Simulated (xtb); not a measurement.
diboron tetrafluoride (B2F4), singlet, from a rough starting geometry; xtb 6.7.1 with GFN2-xTB.

Input for xtb:
```
$ xtb mol.xyz --gfn 2 --opt vtight --json

# file mol.xyz
6

F     -1.53065399    -1.09585398     0.47888585
B     -0.89130735    -0.05719106    -0.08046703
F     -1.56961776     0.85089617    -0.60174994
B      0.83275156     0.04908230     0.02171437
F      1.61256319    -0.85530411    -0.47002784
F      1.51403568     1.00862450     0.67410542
```

Task: What does xtb print? Leave out banner, timings and long lists.

Result: 
```
   ID    Z sym.   atoms
    1    9 F      1, 3, 5, 6
    2    5 B      2, 4

           -------------------------------------------------
          |                Calculation Setup                |
           -------------------------------------------------

           -------------------------------------------------
          |                 G F N 2 - x T B                 |
           -------------------------------------------------

          ...................................................
          :                      SETUP                      :
          :.................................................:
          :  # basis functions                  24          :
          :  # atomic orbitals                  24          :
          :  # shells                           12          :
          :  # electrons                        34          :
          :  max. iterations                   250          :
          :  Hamiltonian                  GFN2-xTB          :
          :  restarted?                      false          :
          :  GBSA solvation                  false          :
          :  PC potential                    false          :
          :  electronic temp.          300.0000000     K    :
          :  accuracy                    1.0000000          :
          :  -> integral cutoff          0.2500000E+02      :
          :  -> integral neglect         0.1000000E-07      :
          :  -> SCF convergence          0.1000000E-05 Eh   :
          :  -> wf. convergence          0.1000000E-03 e    :
          :  Broyden damping             0.4000000          :
          :  net charge                          0          :
          :  unpaired electrons                  0          :
          ...................................................

 iter      E             dE          RMSdq      gap      omega  full diag
   1    -21.5733090 -0.215733E+02  0.125E+01    3.86       0.0  T
   2    -21.6315693 -0.582603E-01  0.710E+00    3.80       1.0  T
   3    -21.6383061 -0.673678E-02  0.143E+00    4.33       1.0  T
   4    -21.6406404 -0.233433E-02  0.534E-01    4.33       1.0  T
   5    -21.6401756  0.464811E-03  0.428E-01    4.34       1.0  T
   6    -21.6408071 -0.631544E-03  0.522E-02    4.33       1.0  T
   7    -21.6408143 -0.717979E-05  0.286E-02    4.32       1.4  T
   8    -21.6408154 -0.108670E-05  0.233E-02    4.33       1.8  T
   9    -21.6408168 -0.142814E-05  0.125E-03    4.32      32.6  T
[...]
 * total energy  :   -21.5691930 Eh     change       -0.1584437E-04 Eh
 * total energy  :   -21.5692413 Eh     change       -0.4822876E-04 Eh
 * total energy  :   -21.5692632 Eh     change       -0.2191427E-04 Eh
 * total energy  :   -21.5693027 Eh     change       -0.3947481E-04 Eh
 * total energy  :   -21.5693224 Eh     change       -0.1972209E-04 Eh
 * total energy  :   -21.5692329 Eh     change        0.8942625E-04 Eh
 * total energy  :   -21.5693329 Eh     change       -0.9997493E-04 Eh
 * total energy  :   -21.5693364 Eh     change       -0.3480741E-05 Eh
 * total energy  :   -21.5693366 Eh     change       -0.1837415E-06 Eh
 * total energy  :   -21.5693370 Eh     change       -0.4053115E-06 Eh
 * total energy  :   -21.5693371 Eh     change       -0.1035690E-06 Eh
 * total energy  :   -21.5693371 Eh     change       -0.2276918E-07 Eh
   *** GEOMETRY OPTIMIZATION CONVERGED AFTER 18 ITERATIONS ***
         :: total energy             -21.569337117390 Eh    ::
[...]
      -------------------------------------------------------------
                  HL-Gap            0.1868411 Eh            5.0842 eV
             Fermi-level           -0.3752160 Eh          -10.2101 eV

     #   Z          covCN         q      C6AA      α(0)
     1   9 F        0.723    -0.228    11.541     4.012
     2   5 B        2.384     0.457    19.823     8.299
     3   9 F        0.723    -0.228    11.540     4.012
     4   5 B        2.384     0.457    19.823     8.299
     5   9 F        0.723    -0.228    11.541     4.012
     6   9 F        0.723    -0.228    11.541     4.012

 Mol. C6AA /au·bohr⁶  :        487.482239
 Mol. C8AA /au·bohr⁸  :      12156.065343
 Mol. α(0) /au        :         32.645729

Wiberg/Mayer (AO) data.
largest (>0.10) Wiberg bond orders for each atom

 ---------------------------------------------------------------------------
     #   Z sym  total        # sym  WBO       # sym  WBO       # sym  WBO
 ---------------------------------------------------------------------------
     1   9 F    1.221 --     2 B    1.129
     2   5 B    3.232 --     3 F    1.129     1 F    1.129     4 B    0.933
     3   9 F    1.221 --     2 B    1.129
     4   5 B    3.232 --     6 F    1.129     5 F    1.129     2 B    0.933
     5   9 F    1.221 --     4 B    1.129
     6   9 F    1.221 --     4 B    1.129
 ---------------------------------------------------------------------------

Topologies differ in total number of bonds
Writing topology from bond orders to xtbtopo.mol

molecular dipole:
                 x           y           z       tot (Debye)
 q only:       -0.000       0.001      -0.000
   full:        0.000       0.001      -0.000       0.002
molecular quadrupole (traceless):
                xx          xy          yy          xz          yz          zz
 q only:       -3.853      -0.338       1.918      -0.292      -0.017       1.936
  q+dip:       -2.665      -0.233       1.321      -0.203      -0.012       1.344
   full:       -4.415      -0.387       2.192      -0.335      -0.020       2.223

optimized geometry written to: xtbopt.xyz

           -------------------------------------------------
          | TOTAL ENERGY              -21.569337117390 Eh   |
          | GRADIENT NORM               0.000071835669 Eh/α |
          | HOMO-LUMO GAP               5.084204879537 eV   |
           -------------------------------------------------

normal termination of xtb
```
